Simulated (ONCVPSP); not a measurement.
## Pseudopotential generation for Mn (Z = 25): ONCV, PBE, scalar-relativistic.

manganese, optimised norm-conserving Vanderbilt (ONCV), made with ONCVPSP 4.0.1 (PBE, scalar-relativistic). Core [Ne], reference 3s2 3p6 3d5 4s1.75 4p0.25. Waves: 3s+4s: rc 1.30 bohr, ncon 3, nbas 7, qcut 11.2 1/bohr, 2 projectors; 3p+4p: rc 1.35 bohr, ncon 5, nbas 8, qcut 11.5 1/bohr, 3 projectors, debl 1 Ha; 3d: rc 1.05 bohr, ncon 5, nbas 10, qcut 13.6 1/bohr, 2 projectors, debl 0.8 Ha. Local part: polynomial inside 0.75 bohr (lpopt 5, dvloc0 3 Ha). Core correction: polynomial model core, fcfact 0.35.

Poles of the logarithmic derivatives, all-electron (AE) and pseudo (PS). s: poles at -2.3 (AE) and -2.3 (PS) Ha. p: poles at -1.2 (AE) and -1.2 (PS) Ha. d: poles at 2.3 (AE) and 2.3 (PS) Ha. Test radii: s 1.32, p 1.37, d 1.06 bohr.

- Cutoffs needed: 78 Ha and 89 Ha (the cutoffs (Ha) at which the residual kinetic energy of the hardest occupied pseudo-wave falls to 1 and 0.1 mHa per electron)
- Ghost test: no bound ghost flagged; no localised positive-energy state flagged
- Configuration tests: 1 of 4 tests not solved or not reliable
- rms error of d²Exc/dni dnj: 1.30 mHa without and 0.87 mHa with the model core
